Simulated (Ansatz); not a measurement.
`[GeH3][c]1ccccc1`, charge 0, multiplicity 1.

(1) Give a relaxed structure at PBE0-D4/def2-TZVP (Ansatz 0.2.0). (An estimate is asked.)

Answers

(1) The calculation gave: 
```xyz
15

Ge   -2.475    0.201    0.412
C    -0.563    0.034    0.092
C    -0.038    0.210   -1.187
C     1.327    0.112   -1.414
C     2.187   -0.166   -0.362
C     1.678   -0.346    0.915
C     0.312   -0.248    1.138
H    -2.881   -0.703    1.589
H    -3.247   -0.209   -0.853
H    -2.846    1.653    0.762
H    -0.699    0.422   -2.022
H     1.719    0.250   -2.415
H     3.253   -0.244   -0.538
H     2.345   -0.567    1.740
H    -0.072   -0.397    2.143
```
Point group Cs.
This is one stationary point; other conformers may exist.
